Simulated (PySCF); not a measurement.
# How methods differ on the excitation energy of Te²⁺

Te²⁺ [Kr] 4d10 5s2 5p2 (3P) → Te²⁺ [Kr] 4d10 5s1 5p3 (5S), as a difference of total energies. All numbers are calculated (PySCF 2.14, scalar relativity through the core potential, in aug-cc-pVTZ-PP with one added diffuse shell each of d, f type with ECP28MDF (6s5p5d3f, 67 functions)). Correlated levels: valence: 4s2 4p6 4d10 frozen. The calculations carry no spin-orbit coupling.

```csv
method,excitation energy (cm⁻¹)
UHF,43273
LDA,66950
PBE,64465
PBE0,60350
r2SCAN,57196
r2SCAN0,55458
M06,69645
BLYP,68304
BHandHLYP,61000
MP2 (valence),50148
SCS-MP2 (valence),53167
```
